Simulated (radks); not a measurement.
Values are calculated unless marked as measured or tabulated.
Species: Sc IV. Configuration: [Ar]. Code: a radial shooting solver on a logarithmic mesh with Libxc functionals. Model: scalar-relativistic Kohn-Sham, exchange-only LDA, spin-polarised, spherical densities, finite nucleus; Fermi nuclear charge, rms radius 3.5459 fm.

Normalised radial functions P(r) = r R(r), r in bohr:

r,2s,3s
0.004274,0.2214,0.0827
0.006078,0.3015,0.1127
0.008642,0.4036,0.1508
0.01229,0.5271,0.1968
0.01747,0.6633,0.2475
0.02484,0.7891,0.2937
0.03533,0.8579,0.3177
0.05023,0.7956,0.2906
0.07142,0.5126,0.1780
0.1016,-0.0469,-0.0400
0.1444,-0.8136,-0.3270
0.2053,-1.5195,-0.5482
0.292,-1.7846,-0.4942
0.4151,-1.4342,-0.0401
0.5903,-0.7534,0.6345
0.8394,-0.2321,1.0633
1.184,-0.0372,0.9456
1.684,-0.0022,0.4942
2.394,0.0000,0.1404
3.404,0.0000,0.0180

2s: eigenvalue -504.05 eV, 1 radial node at r = 0.0991 bohr, <r> = 0.345 bohr, 90 % of the charge inside 0.536 bohr. 3s: eigenvalue -84.410 eV, 2 radial nodes at r = 0.0962, 0.424 bohr, <r> = 1.06 bohr, 90 % of the charge inside 1.58 bohr.
